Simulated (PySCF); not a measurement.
Mayer bond orders and bond lengths

C6H11NSSi2.
Numbering: `[SiH3:1][NH:2][SiH2:3][S:4][c:5]1[cH:6][cH:7][cH:8][cH:9][cH:10]1` (hydrogens: H11, H12, H13 on Si1; H14 on N2; H15, H16 on Si3; H17 on C6; H18 on C7; H19 on C8; H20 on C9; H21 on C10)

Cartesian coordinates in Å at the GFN2-xTB level; atoms count from 1:
```xyz
21
C6H11NSSi2 angstrom
Si     4.718   -0.059   -0.055
N      3.120   -0.718    0.090
Si     1.661    0.158    0.306
S      0.178   -1.398    0.256
C     -1.372   -0.554    0.175
C     -1.545    0.758    0.593
C     -2.796    1.344    0.522
C     -3.882    0.633    0.043
C     -3.710   -0.679   -0.371
C     -2.464   -1.271   -0.306
H      4.851    0.939    1.004
H      4.887    0.586   -1.360
H      5.628   -1.190    0.100
H      3.021   -1.695   -0.130
H      1.372    1.097   -0.776
H      1.678    0.819    1.608
H     -0.709    1.321    0.979
H     -2.920    2.366    0.850
H     -4.855    1.096   -0.005
H     -4.551   -1.244   -0.745
H     -2.321   -2.292   -0.625
```

Bond orders from the PBE0/pcSseg-1 density (PySCF). The structure is a single GFN2-xTB conformer in the gas phase; no vibrational or solvent corrections.

Q: How far do the computed orders between heavy atoms stray from the drawn ones?

A: The largest departure is 0.160, at C5–C6 (drawn aromatic, 1.340), counting aromatic bonds as 1.5. The bonds drawn aromatic range from 1.34 to 1.46.

Q: Set the Mayer orders of the bonds between heavy atoms beside their lengths.

A: 
```json
{"bond": "Si1–N2", "drawn as": "single", "length (Å)": "1.734", "Mayer order": "0.938"}
{"bond": "N2–Si3", "drawn as": "single", "length (Å)": "1.715", "Mayer order": "0.983"}
{"bond": "Si3–S4", "drawn as": "single", "length (Å)": "2.150", "Mayer order": "0.906"}
{"bond": "S4–C5", "drawn as": "single", "length (Å)": "1.767", "Mayer order": "1.092"}
{"bond": "C5–C6", "drawn as": "aromatic", "length (Å)": "1.388", "Mayer order": "1.340"}
{"bond": "C6–C7", "drawn as": "aromatic", "length (Å)": "1.384", "Mayer order": "1.460"}
{"bond": "C7–C8", "drawn as": "aromatic", "length (Å)": "1.384", "Mayer order": "1.438"}
{"bond": "C8–C9", "drawn as": "aromatic", "length (Å)": "1.386", "Mayer order": "1.421"}
{"bond": "C9–C10", "drawn as": "aromatic", "length (Å)": "1.381", "Mayer order": "1.458"}
{"bond": "C10–C5", "drawn as": "aromatic", "length (Å)": "1.391", "Mayer order": "1.380"}
```

By pair of heavy elements: N–Si: lowest Si1–N2 (0.938, 1.734 Å), highest N2–Si3 (0.983, 1.715 Å). C–C: lowest C5–C6 (1.340, 1.388 Å), highest C6–C7 and C9–C10 (1.460, 1.384 Å); in 1 of the 15 pairs the longer bond (by over 0.003 Å) has the higher order (by 0.02 or more). Bonds named together lie within 0.004.

Q: And the bonds to hydrogen?

A: H–Si: 0.89 to 0.95 (5 bonds); H–N: 0.92 (1 bond); C–H: 0.95 to 0.97 (5 bonds).

Q: Sum the orders of all bonds at each heavy atom with more than one neighbour and set the sums beside the valence in the SMILES.

A: Si1 3.740 (drawn 4), N2 2.842 (drawn 3), Si3 3.677 (drawn 4), S4 1.998 (drawn 2), C5 3.812 (drawn 4), C6 3.748 (drawn 4), C7 3.859 (drawn 4), C8 3.827 (drawn 4), C9 3.843 (drawn 4), C10 3.804 (drawn 4). Orders between atoms that aren't bonded are not in these sums.

Mayer orders depend on the basis set.

The run behind these numbers computed NMR shieldings as well. Time: 1.8 min; peak memory 1.1 GiB. Hardware: one thread, Arm Neoverse N1 (aarch64), shared host.
